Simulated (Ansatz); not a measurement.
All numbers were calculated with Ansatz.

Basis-set series for `C[N](C)[Zr]([Cl])([N](C)C)[N](C)C`. The species carries charge 0 and has multiplicity 1. Zr: def2 effective core potential. The geometry is a stationary point of PBE0-D4/def2-TZVP. It is one conformer, not always the lowest.

```json
{"functional": "PBE0-D4", "basis": "def2-SVP", "functions": "265", "energy (Eh)": "-910.09056", "HOMO (eV)": "-6.31", "LUMO (eV)": "0.01"}
{"functional": "PBE0-D4", "basis": "def2-QZVPP", "functions": "1204", "energy (Eh)": "-910.73818", "HOMO (eV)": "-6.41", "LUMO (eV)": "-0.16"}
{"functional": "ωB97M-V", "basis": "def2-SVP", "functions": "265", "energy (Eh)": "-910.38085", "HOMO (eV)": "-8.61", "LUMO (eV)": "1.57"}
{"functional": "ωB97M-V", "basis": "def2-QZVPP", "functions": "1204", "energy (Eh)": "-911.04952", "HOMO (eV)": "-8.71", "LUMO (eV)": "0.80"}
```

(1) Give the rows for def2-TZVPP. (An estimate is asked.)

Results:

(1) The calculation gave: 
```csv
functional,basis,functions,energy (Eh),HOMO (eV),LUMO (eV)
PBE0-D4,def2-TZVPP,629,-910.69885,-6.39,-0.12
ωB97M-V,def2-TZVPP,629,-911.01137,-8.69,1.20
```

Positive LUMOs are unbound and depend on the basis.
